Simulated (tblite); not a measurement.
C₄H₉NSi.
Atom-mapped SMILES: `[SiH3:1]/[N:2]=[CH:3]/[CH:4]1[CH2:5][CH2:6]1` (hydrogens: H7, H8, H9 on Si1; H10 on C3; H11 on C4; H12, H13 on C5; H14, H15 on C6)

Computed with GFN2-xTB (tblite), gas phase: L-BFGS steps from a force-field or distance-geometry start until the largest atomic force falls under 0.01 eV/Å.

Step 36: E = -483.6830 eV
```
atom  x, y, z in Å  |  force x, y, z in eV/Å
Si1     2.9467   -0.4213    0.3143   -0.083   0.111  -0.060
N2      1.2639   -0.2526    0.6077   -0.037   0.024   0.059
C3      0.3286    0.4461    0.1501   -0.075   0.024  -0.087
C4     -1.0744    0.0659    0.3929    0.017  -0.067   0.004
C5     -1.8029   -0.5317   -0.7966   -0.026   0.035  -0.031
C6     -2.2357    0.7793   -0.2377    0.111   0.063   0.095
H7      3.1067   -1.8659    0.2374    0.002  -0.150   0.012
H8      3.3739    0.1649   -0.9594    0.087   0.103  -0.030
H9      3.7133    0.1494    1.4160   -0.079   0.049   0.041
H10     0.4715    1.3307   -0.4951    0.039  -0.149  -0.063
H11    -1.2267   -0.4222    1.3447   -0.039  -0.095   0.025
H12    -2.4005   -1.4175   -0.6478   -0.019   0.044   0.068
H13    -1.2910   -0.5126   -1.7463    0.050  -0.057  -0.023
H14    -3.1609    0.8390    0.3189    0.086  -0.011  -0.029
H15    -2.0172    1.6564   -0.8274   -0.034   0.076   0.019
```

Step 37: E = -483.6880 eV
```
atom  x, y, z in Å  |  force x, y, z in eV/Å
Si1     2.9461   -0.4208    0.3122   -0.060   0.133  -0.060
N2      1.2654   -0.2462    0.6108    0.038  -0.070   0.094
C3      0.3276    0.4420    0.1468   -0.144   0.026  -0.064
C4     -1.0745    0.0634    0.3931   -0.008  -0.079   0.034
C5     -1.8062   -0.5301   -0.7981    0.023   0.011  -0.004
C6     -2.2337    0.7807   -0.2339    0.078   0.066   0.027
H7      3.1031   -1.8657    0.2394   -0.002  -0.149  -0.002
H8      3.3847    0.1707   -0.9566    0.066   0.080  -0.023
H9      3.7120    0.1490    1.4137   -0.069   0.053   0.062
H10     0.4687    1.3174   -0.5051    0.038  -0.065  -0.130
H11    -1.2321   -0.4216    1.3463   -0.009  -0.098   0.008
H12    -2.4035   -1.4177   -0.6508    0.001   0.085   0.052
H13    -1.2857   -0.5090   -1.7439    0.004  -0.064  -0.013
H14    -3.1582    0.8383    0.3230    0.071  -0.002  -0.018
H15    -2.0181    1.6577   -0.8253   -0.027   0.072   0.035
```

**Question.** Estimate the geometry and energy of step 38. (The exact step hangs on the optimiser's Hessian estimate; all steps are aligned on step 37, rigid shifts and turns removed.)

**Answer.** E = -483.6967 eV, largest force 0.192 eV/Å
```
atom  x, y, z in Å  |  force x, y, z in eV/Å
Si1     2.9425   -0.4192    0.3104    0.000   0.107  -0.035
N2      1.2684   -0.2238    0.6270    0.053  -0.120   0.051
C3      0.3255    0.4370    0.1335   -0.100  -0.030   0.030
C4     -1.0725    0.0614    0.3924   -0.066  -0.059   0.062
C5     -1.8094   -0.5239   -0.8020    0.096   0.004   0.056
C6     -2.2330    0.7834   -0.2227    0.005   0.017  -0.097
H7      3.0882   -1.8698    0.2457   -0.024  -0.061  -0.029
H8      3.4081    0.1813   -0.9475    0.017   0.032  -0.007
H9      3.7101    0.1415    1.4138   -0.051   0.059   0.094
H10     0.4653    1.2824   -0.5513    0.022   0.002  -0.191
H11    -1.2361   -0.4214    1.3459    0.050  -0.102  -0.003
H12    -2.4002   -1.4183   -0.6573    0.025   0.148   0.017
H13    -1.2737   -0.4937   -1.7408   -0.088  -0.078   0.001
H14    -3.1546    0.8278    0.3399    0.061   0.017  -0.015
H15    -2.0332    1.6636   -0.8155   -0.002   0.064   0.068
```

The energy changes by -0.0087 eV. The first-order estimate −F·Δx gives -0.0128 eV and the mean of the old and new forces, exact on a quadratic surface, -0.0087 eV. The step makes an angle of 69° with the force vector and moves no atom by more than 0.058 Å.

The cost below is that of the whole relaxation. Hardware: an Arm Neoverse V2 with one thread, shared host with 32 logical CPUs at a one-minute load of 23. Cost: 0.55 s.
